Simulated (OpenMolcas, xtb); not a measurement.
## A ladder of methods for SnSiH4ClF (SMILES [F][SnH]([SiH3])[Cl])

The species is SnSiH4ClF (8 atoms), meant as a singlet with charge 0. SMILES: `[F][SnH]([SiH3])[Cl]`. The shape is that of a PBE0-D4/def2-TZVP optimisation.

Each level gives the dipole moment (D). The values are calculated.

```csv
level,kind,program,value (D),CPU time
GFN1-xTB,semi-empirical,xtb,6.42,under 2 s
HF/def2-SVP (core potential),Hartree–Fock,OpenMolcas,4.13,15 s
SVWN5/def2-SVP (core potential),LDA,OpenMolcas,3.42,35 s
BLYP/def2-SVP (core potential),GGA,OpenMolcas,3.35,47 s
r2SCAN/def2-SVP (core potential),meta-GGA,OpenMolcas,3.61,62 s
PBE0/def2-SVP (core potential),global hybrid,OpenMolcas,3.66,43 s
```

The values span 3.35 to 6.42 D. Magnitudes only. CPU times are rough (shared hosts, several kinds of processor and program).
